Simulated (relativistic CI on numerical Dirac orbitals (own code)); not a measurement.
Ar²⁺: what numerical and physical settings do to a radial Dirac CI calculation

Reference input:

```
atom Ar  Z=18  charge=2  electrons=16
nucleus A=40  rms_radius_fm=3.4274
hamiltonian dirac-coulomb  breit=on  qed=on  c_scale=1
orbitals kli  potential=per-configuration
slater_scale 1
correlation none
mixing on
grid step=0.0125 r_max=34.3
scf mixing=0.4 start=green max_iterations=150 tolerance=2e-08 node_fill=0.05
configurations
  [Ne] 3s2 3p4
  [Ne] 3s 3p5
  [Ne] 3s2 3p3 3d
end
```

Computed lowest total energy -526.94902 Ha, first excitation 1117.8 cm⁻¹, 30 SCF steps. Runs with settings changed; * marks those that are bad on purpose:

```csv
Changed,Outcome,Lowest level,ΔE (Ha),First excitation (cm⁻¹),SCF steps,Message
"Slater scale 0.5, QED terms off, SCF mixing 0.05",converged,3s²3p⁴ ³P2,-0.0687,1146.3,38,
grid step 0.03,converged,3s²3p⁴ ³P2,8.15e-05,1117.8,30,
node fill of the KLI weights 0,converged,3s²3p⁴ ³P2,0.000637,1111.6,30,
Slater scale 2 *,converged,3s²3p⁴ ³P2,-0.0371,1101.1,30,
SCF tolerance 0.01 *,converged,3s²3p⁴ ³P2,1.03e-05,1116.4,15,
```

With so few configurations and no correlation, terms lie too far apart (by 10 to 50 % near neutrality), their order can be wrong, and levels of other configurations are missing.
